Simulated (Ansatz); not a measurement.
n-SiGeGeSiH10 (Si2Ge2H10). Total charge 0; singlet. Geometry PBE-D4/def2-SVP; atoms count from 1.

Cartesian coordinates in Å:
```
Ge -0.658 0.663 -0.786
Ge 0.620 -0.679 0.808
Si -1.040 2.871 0.056
Si 1.069 -2.859 -0.071
H 0.280 3.558 0.285
H -1.774 2.786 1.366
H -1.855 3.694 -0.906
H 0.121 0.730 -2.130
H -2.012 -0.049 -1.069
H -0.185 -0.787 2.135
H 1.952 0.055 1.131
H 1.873 -2.731 -1.338
H 1.839 -3.703 0.911
H -0.231 -3.549 -0.392
```

(1) Estimate the Mulliken populations from the PBE0/def2-TZVP orbitals of Ansatz.

(2) And the Mayer bond orders between heavy atoms (over 0.3)?

Answers

(1) 
```json
{"atom": "Ge1", "charge (e)": "-0.04"}
{"atom": "Ge2", "charge (e)": "-0.04"}
{"atom": "Si3", "charge (e)": "0.01"}
{"atom": "Si4", "charge (e)": "0.01"}
{"atom": "H5", "charge (e)": "0.00"}
{"atom": "H6", "charge (e)": "0.00"}
{"atom": "H7", "charge (e)": "-0.01"}
{"atom": "H8", "charge (e)": "0.02"}
{"atom": "H9", "charge (e)": "0.02"}
{"atom": "H10", "charge (e)": "0.02"}
{"atom": "H11", "charge (e)": "0.02"}
{"atom": "H12", "charge (e)": "0.00"}
{"atom": "H13", "charge (e)": "-0.01"}
{"atom": "H14", "charge (e)": "0.00"}
```
Mulliken values depend strongly on the basis.

(2) Ge1–Ge2 0.88 (2.44 Å); Ge1–Si3 0.95 (2.39 Å); Ge2–Si4 0.95 (2.39 Å).
